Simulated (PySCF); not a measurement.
## SnO⁺: from constants to spectrum

UHF-CCSD(T) constants of SnO⁺, ²Π (doublet), unpaired electrons π ↑ (Sn aug-cc-pVDZ-PP with ECP28, O aug-cc-pVDZ; scalar-relativistic core potentials (PySCF 2.14); masses 119.9022 and 15.9949 u):

| Item | Value |
| --- | --- |
| ωe | 619.2 cm⁻¹ |
| ωexe | 2.41 cm⁻¹ |
| Be | 0.29499 cm⁻¹ |
| αe | 0.00183 cm⁻¹ |
| D (centrifugal) | 2.68e-07 cm⁻¹ |
| De to Sn⁺ + O | 2.94 eV |

Q: Give the vibrational terms G(v) and spacings up to v = 3.

A: G(v) = ωe(v+½) − ωexe(v+½)².

```json
{"v": "0", "G(v) (cm⁻¹)": "309", "G(v) − G(v−1)": "", "Bv (cm⁻¹)": "0.2941"}
{"v": "1", "G(v) (cm⁻¹)": "923", "G(v) − G(v−1)": "614", "Bv (cm⁻¹)": "0.2922"}
{"v": "2", "G(v) (cm⁻¹)": "1533", "G(v) − G(v−1)": "610", "Bv (cm⁻¹)": "0.2904"}
{"v": "3", "G(v) (cm⁻¹)": "2138", "G(v) − G(v−1)": "605", "Bv (cm⁻¹)": "0.2886"}
```

Q: How well does the Morse estimate ωe²/(4ωexe) reproduce De, and what is D0?

A: It gives 4.93 eV, 168 % of the computed De. D0 = De − G(0) = 2.94 − 0.04 = 2.90 eV.

Correlated steps freeze 5 core orbitals. Correlated levels converge slowly with the basis: in double zeta they bind strong bonds too weakly, by up to about 1 eV, and carry superposition errors of some tenths. These are scalar-relativistic numbers at best; spin–orbit coupling would shift them, the dissociation energy most. For an ion De counts to the pair picked by the measured ionisation energies or electron affinities, which need not be the lowest pair at this level. The state is the lowest determinant that a PBE0 search found; another state may lie lower at other levels.
